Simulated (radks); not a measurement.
Pm I, 61 electrons, occupied as [Xe] 4f3 5d1 6s1 6p2 (not the ground configuration).

All-electron calculation, scalar-relativistic Kohn-Sham, PBE, spin-polarised, spherical densities, finite nucleus; open shells are filled with parallel spins first (spin-orbit coupling, left out, can overturn this in heavy ions); Fermi nuclear charge, rms radius 4.962 fm. Program: a radial shooting solver on a logarithmic mesh with Libxc functionals.

Energy parts (hartree):
total: -10019.5124
kinetic: 10685.9266
electron-nucleus: -24324.7639
Hartree: 3847.1904
exchange-correlation: -227.8656

Orbitals (lengths in bohr, moments of r in powers of bohr):
orbital  occ.  eigenvalue (hartree)      <r>
1s up       1             -1655.004  0.02318
1s down     1             -1655.003  0.02318
2s up       1             -269.6676  0.09897
2s down     1             -269.6651  0.09897
2p up       3             -240.9011  0.08712
2p down     3             -240.8990  0.08711
3s up       1             -59.42894   0.2606
3s down     1             -59.38881   0.2605
3p up       3             -50.39519   0.2589
3p down     3             -50.35512   0.2587
3d up       5             -38.00156   0.2364
3d down     5             -37.96990   0.2362
4s up       1             -12.41754   0.5908
4s down     1             -12.31584   0.5907
4p up       3              -9.43903   0.6244
4p down     3              -9.33760   0.6244
4d up       5              -5.22672   0.6801
4d down     5              -5.12544   0.6803
4f up       3              -0.69916   0.8832
4f down     0              -0.60258   0.8926
5s up       1              -1.96548    1.382
5s down     1              -1.89424    1.389
5p up       3              -1.19738    1.586
5p down     3              -1.13373    1.593
5d up       1              -0.27388    2.371
5d down     0              -0.21411    2.322
6s up       1              -0.24415    3.664
6p up       2              -0.11494    4.641

The highest occupied level is 6p up at -3.128 eV. The configuration is held as typed, so some empty levels lie below it. Spin moment in Bohr magnetons: 7. Summed over all electrons, <r^2> = 105.0 bohr^2, which gives a Langevin (diamagnetic) susceptibility term of -83.1 x 10^-6 cm^3/mol. The density falls to 0.001 e/bohr^3 at r = 5.68 bohr. The spin density at the nucleus is 28.89 e/bohr^3 (1s 0.02, 2s -0.39, 3s -5.96, 4s 0.64, 5s 4.26, 6s 30.32). The electron density at the nucleus is 5.139e+05 e/bohr^3 (large components only).
